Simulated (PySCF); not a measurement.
Spinor energies of B (boron, neutral)

Start: [He] 2s2 2p1; 2p1/2 filled at m_j = +1/2. Calculated with PySCF 2.14 in x2c-TZVPPall-2c (5s3p2d1f, 31 functions): generalised Hartree-Fock with the X2C-1e Hamiltonian and a Gaussian nucleus; one run each with spin-orbit coupling (SO) switched off, then screened by Boettger's factors.

```
spinor shell  electrons  ε, spin-free (eV)  ε, screened SO (eV)  weight of nominal j (screened SO)  rms radius, screened SO (bohr)
       1s1/2          2            -209.40              -209.40                              1.000                           0.379
       2s1/2          2            -13.508              -13.507                              0.997                            2.17
       2p1/2          1             -8.722               -8.723                              0.902                            2.45
```

```csv
quantity,spin-free,screened SO
E (hartree),-24.54025,-24.54030
M_J,1/2,1/2
⟨J²⟩,1.064,1.058
⟨L²⟩,2.040,2.040
⟨S²⟩,0.763,0.763
```

The determinant has a definite M_J but mixes levels of different J.

Each row is a mean over spinors that exchange with the open shell spreads, by up to 0.791 eV (2s1/2).

Without spin-orbit coupling the j labels of p, d and f shells carry no meaning; the spin-free column gives the mean over the occupied spinors of each nl shell, and its ⟨J²⟩ belongs to a mixture of degenerate components.
